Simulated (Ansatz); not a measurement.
Ansatz results at the PBE0-D4/def2-TZVP geometry: HOMO energy (B3LYP/def2-TZVPP) -6.94 eV; size of the dipole moment (ωB97M-V/def2-TZVPP) 1.19 D; ideal-gas entropy at 298 K and 1 bar (rigid rotor, harmonic PBE0-D4/def2-TZVP) 311 J/(mol·K).

Q: Which molecule gave them?
A. `BC(B)(C)O`
B. `B1N[SiH2][SiH2]1`
C. `O=C([SiH3])OCO`
D. `CN[SiH](C)S`

A: B. The others give `CN[SiH](C)S`: -6.61, 1.65, 380; `BC(B)(C)O`: -7.63, 2.46, 320; `O=C([SiH3])OCO`: -7.72, 1.49, 368.

B3LYP here is the variant with VWN-RPA as its local correlation; programs differ in this.
